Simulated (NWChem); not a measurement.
System: SiH₂I, doublet; SMILES [SiH2]I

Here is an NWChem input.

```
start job
memory heap 200 mb stack 900 mb global 1100 mb
geometry units angstroms noautoz
  Si     0.084847     1.849800     0.000000
  I      0.010771    -0.591124     0.000000
  H     -0.598506     2.359100     1.229683
  H     -0.598506     2.359100    -1.229683
end
basis spherical
  Si library def2-svp
  I library def2-svp
  H library def2-svp
end
ecp
  I library def2-ecp
end
dft
  odft
  mult 2
  xc xcamb88 1.00 lyp 0.81 vwn_5 0.19 hfexch 1.00
  cam 0.33 cam_alpha 0.19 cam_beta 0.46
  iterations 150
end
tddft
  cis
  nroots 8
end
task tddft energy
```

Parts of the log:

```
             Northwest Computational Chemistry Package (NWChem) 7.3.0
             --------------------------------------------------------

 CS  symmetry detected

                             Geometry "geometry" -> ""
                             -------------------------

 Output coordinates in angstroms (scale by  1.889725989 to convert to a.u.)

  No.       Tag          Charge          X              Y              Z
 ---- ---------------- ---------- -------------- -------------- --------------
    1 Si                  14.0000     0.06370314    -1.86064101     0.00000000
    2 I                   53.0000     0.00668947     0.58074111     0.00000000
    3 H                    1.0000    -0.62319285    -2.36515237     1.22968300
    4 H                    1.0000    -0.62319285    -2.36515237    -1.22968300

 Effective nuclear repulsion energy (a.u.)     188.1447343327

      Symmetry information
      --------------------

 Group name             Cs
 Group number              2
 Group order               2
 No. of unique centers     3

                                 NWChem DFT Module
                                 -----------------

 Summary of "ao basis" -> "ao basis" (spherical)
 ------------------------------------------------------------------------------
       Tag                 Description            Shells   Functions and Types
 ---------------- ------------------------------  ------  ---------------------
 Si                         def2-svp                 8       18   4s3p1d
 I                          def2-svp                10       26   4s4p2d
 H                          def2-svp                 3        5   2s1p

      Symmetry analysis of basis
      --------------------------

        a'         36
        a"         18

            General Information
            -------------------
          SCF calculation type: DFT
          Wavefunction type:  spin polarized.
          No. of atoms     :     4
          No. of electrons :    41
           Alpha electrons :    21
            Beta electrons :    20
          Charge           :     0
          Spin multiplicity:     2
          Use of symmetry is: off; symmetry adaption is: on
          Maximum number of iterations: 150
          AO basis - number of functions:    54
                     number of shells:    24
          Convergence on energy requested:  1.00D-06
          Convergence on density requested:  1.00D-05
          Convergence on gradient requested:  5.00D-04

              XC Information
              --------------
                     Hartree-Fock (Exact) Exchange  1.000
                   CAM-Becke88 Exchange Functional  1.000
                      VWN V Correlation Functional  0.190 local
              Lee-Yang-Parr Correlation Functional  0.810

           Range-Separation Parameters
           ---------------------------
           Alpha           :  0.19
           Beta            :  0.46
           Gamma           :  0.33
           Short-Range HF  :     F

             Grid Information
             ----------------
          Grid used for XC integration:  medium
          Radial quadrature: Mura-Knowles
          Angular quadrature: Lebedev.
          Tag              B.-S. Rad. Rad. Pts. Rad. Cut. Ang. Pts.
          ---              ---------- --------- --------- ---------
          Si                  1.10       88           9.0       590
          I                   1.40      123          10.0       590
          H                   0.35       45          10.0       434
          Grid pruning is: on
          Number of quadrature shells:   301
          Spatial weights used:  Erf1

      Superposition of Atomic Density Guess
      -------------------------------------

 Sum of atomic energies:        -636.86422223

      Non-variational initial energy
      ------------------------------

 Total energy =    -586.647586
 1-e energy   =   -1106.576411
 2-e energy   =     425.835669
 HOMO         =      -0.139666
 LUMO         =       0.043063

   Symmetry analysis of molecular orbitals - initial alpha
   -------------------------------------------------------

  Numbering of irreducible representations:

     1 a'          2 a"

  Orbital symmetries:

[...]

                                NWChem TDDFT Module
                                -------------------

            General Information
            -------------------
           No. of orbitals :     108
            Alpha orbitals :      54
             Beta orbitals :      54
        Alpha frozen cores :       0
         Beta frozen cores :       0
     Alpha frozen virtuals :       0
      Beta frozen virtuals :       0
         Spin multiplicity :       2
    Number of AO functions :      54
        Use of symmetry is : off
      Symmetry adaption is : on
         Schwarz screening :  0.10D-07

              XC Information
              --------------
              Hartree-Fock (Exact) Exchange   1.00
            CAM-Becke88 Exchange Functional   1.00
               VWN V Correlation Functional   0.19 local
       Lee-Yang-Parr Correlation Functional   0.81
           Alpha           :  0.19
           Beta            :  0.46
           Gamma           :  0.33

             TDDFT Information
             -----------------
          Calculation type : Tamm-Dancoff TDDFT
         Wavefunction type : Unrestricted
          No. of electrons :      41
           Alpha electrons :      21
            Beta electrons :      20
              No. of roots :       8
          Max subspacesize :    5600
            Max iterations :     100
               Target root :       1
           Target symmetry : none
      Symmetry restriction : off
                 Algorithm : Optimal
        Davidson threshold :  0.10D-03

    8 smallest eigenvalue differences (eV)
--------------------------------------------------------
  No. Spin  Occ  Vir  Irrep   E(Occ)    E(Vir)   E(Diff)
--------------------------------------------------------
    1    2   20   21 a"       -0.328    -0.077     6.824
    2    2   19   21 a'       -0.337    -0.077     7.068
    3    1   21   22 a'       -0.279     0.015     7.976
    4    2   18   21 a'       -0.400    -0.077     8.807
    5    1   20   22 a"       -0.330     0.015     9.365
    6    2   20   22 a"       -0.328     0.026     9.625
    7    2   17   21 a"       -0.434    -0.077     9.721
    8    1   21   23 a"       -0.279     0.082     9.809
--------------------------------------------------------

  Entering Davidson iterations
  Unrestricted

  Iter   NTrls   NConv    DeltaV     DeltaE      Time
  ----  ------  ------  ---------  ---------  ---------
    1      8       0     0.72E-01   0.10+100        5.4
    2     16       0     0.20E-01   0.94E-02        6.1
    3     24       0     0.93E-02   0.92E-03        6.1
    4     32       0     0.61E-02   0.20E-03        6.1
    5     40       1     0.78E-01   0.19E-02        5.8
    6     47       4     0.23E-01   0.36E-02        5.6
    7     51       6     0.72E-02   0.47E-03        4.7
    8     53       7     0.45E-02   0.12E-03        3.1
    9     54       7     0.21E-02   0.35E-04        2.9
   10     55       7     0.43E-03   0.42E-05        2.5
   11     56       8     0.91E-04   0.19E-06        2.9
  ----  ------  ------  ---------  ---------  ---------
  Convergence criterion met

  Ground state a'       -588.285341328356 a.u.
  <S2> =   0.7522

  ----------------------------------------------------------------------------
  Root   1         a"             0.124487231 a.u.                3.3875 eV
  <S2> =   0.8031
  ----------------------------------------------------------------------------
     Transition Moments    X  0.00000   Y -0.00000   Z  0.10981
     Dipole Oscillator Strength                    0.0010007167
     Electric Quadrupole                           0.0000000047
     Magnetic Dipole                               0.0000002331
     Total Oscillator Strength                     0.0010009545

     Occ.   17 beta  a"  ---  Virt.   21 beta  a'       0.06577
     Occ.   20 beta  a"  ---  Virt.   21 beta  a'      -0.98822
     Occ.   20 beta  a"  ---  Virt.   22 beta  a'      -0.10022
  ----------------------------------------------------------------------------
  Root   2         a'             0.138407022 a.u.                3.7662 eV
  <S2> =   0.8223
  ----------------------------------------------------------------------------
     Transition Moments    X -0.13442   Y  0.36462   Z  0.00000
     Dipole Oscillator Strength                    0.0139343048
     Electric Quadrupole                           0.0000000029
     Magnetic Dipole                               0.0000001535
     Total Oscillator Strength                     0.0139344612

     Occ.   18 alpha a'  ---  Virt.   22 alpha a'       0.06305
     Occ.   21 alpha a'  ---  Virt.   22 alpha a'       0.33563
     Occ.   18 beta  a'  ---  Virt.   21 beta  a'       0.07060
     Occ.   19 beta  a'  ---  Virt.   21 beta  a'       0.92242
     Occ.   19 beta  a'  ---  Virt.   22 beta  a'       0.12311
  ----------------------------------------------------------------------------
  Root   3         a'             0.152759216 a.u.                4.1568 eV
  <S2> =   0.8095
  ----------------------------------------------------------------------------
     Transition Moments    X  0.09288   Y -0.72025   Z  0.00000
     Dipole Oscillator Strength                    0.0537081699
     Electric Quadrupole                           0.0000000493
     Magnetic Dipole                               0.0000001063
     Total Oscillator Strength                     0.0537083255

[...]
```

Level: CAM-B3LYP/def2-SVP with def2 effective core potentials on I, spin-unrestricted, TDA. In the optimisation the excess spin sits in a' (Cs, its own frame). Geometry: optimised at PBE0/def2-SVP, spin-unrestricted. No frequency run checked for a minimum. No stability test was run on the SCF state. def2 effective core potentials on I; no spin-orbit coupling.
